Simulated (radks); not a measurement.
Values are calculated unless marked as measured or tabulated.
The antimony ion Sb+, 50 electrons, occupied as [Kr] 4d10 5s2 5p1 7s1 (not the ground configuration). Level of theory: Dirac Kohn-Sham, PBE, spin-unpolarised, spherical densities, finite nucleus; open shells fill j = l - 1/2 first; Fermi nuclear charge, rms radius 4.6802 fm (a radial shooting solver on a logarithmic mesh with Libxc functionals). Some entries of the table are withheld. Estimate them.

| orbital | occ. | eigenvalue (eV) | <r^2> (bohr^2) | <1/r> (bohr^-1) |
|---|---|---|---|---|
| 1s1/2 | 2 | -30298.17 | 0.001094 | 54.32 |
| 2s1/2 | 2 | -4621.870 | 0.01767 | 12.62 |
| 2p1/2 | 2 | (1) | 0.01311 | 12.61 |
| 2p3/2 | 4 | (2) | 0.01441 | 11.70 |
| 3s1/2 | 2 | -918.2479 | 0.1248 | (3) |
| 3p1/2 | 2 | -796.8828 | 0.1197 | 4.385 |
| 3p3/2 | 4 | -750.4161 | 0.1280 | 4.164 |
| 3d3/2 | 4 | (4) | 0.1092 | 4.012 |
| 3d5/2 | 6 | (5) | 0.1117 | 3.955 |
| 4s1/2 | 2 | -163.6473 | 0.7073 | 1.770 |
| 4p1/2 | 2 | -122.6042 | 0.7909 | 1.655 |
| 4p3/2 | 4 | -114.0133 | 0.8471 | 1.584 |
| 4d3/2 | 4 | -49.1000 | 1.222 | 1.309 |
| 4d5/2 | 6 | -47.8504 | 1.253 | 1.290 |
| 5s1/2 | 2 | -26.0616 | 4.946 | 0.6188 |
| 5p1/2 | 1 | -17.4018 | 6.845 | 0.5215 |
| 5p3/2 | 0 | -16.5413 | 7.322 | 0.5019 |
| 7s1/2 | 1 | -3.4441 | 106.8 | 0.1321 |

Answer. 
(1) 2p1/2 eigenvalue (eV): -4325.002
(2) 2p3/2 eigenvalue (eV): -4073.186
(3) 3s1/2 <1/r> (bohr^-1): 4.476
(4) 3d3/2 eigenvalue (eV): -536.1076
(5) 3d5/2 eigenvalue (eV): -526.4510
